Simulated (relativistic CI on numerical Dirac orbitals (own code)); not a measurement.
Computed by Dirac-Coulomb-Breit CI, orbitals from a KLI potential per configuration, a model potential for QED, unscaled Slater integrals (own radial code, finite nucleus).

The strongest absorption lines from the ground level of an ion, among the configurations computed and to levels below about 6080 eV (vacuum wavelength in Å, gf): 2.0390 (0.016), 2.0639 (0.028), 2.1114 (0.057), 2.1124 (0.0028), 2.2218 (0.15), 2.2244 (0.0074), 2.6109 (0.75), 2.6236 (0.034).

Q: Which ion is it?
A. Fe XXV
B. Ti XXI
C. Ar XVII
D. Ca XIX

A: B. Ti XXI has 2 electrons and the ground level 1s2 1S_0; the strongest line goes to 1s.2p 1P°_1. The pattern of lines fixes the number of electrons, and along that sequence the line energies rise steadily with the charge (about as its square where n changes within one kind of shell, about linearly where n is kept but much faster in heavy ions where fine structure, which grows about as Z⁴, sets the gap, and irregularly where shells cross), which fixes Z. Configurations outside the model, such as inner-shell arrays, can give stronger lines. At this charge energies of transitions that change n are usually good to better than 1 %, and those within a shell (Δn = 0) to a few per cent.

LS names give the leading component of a level, which can be under half, so a name can repeat, a term be missing and a line seem to break the LS rules.
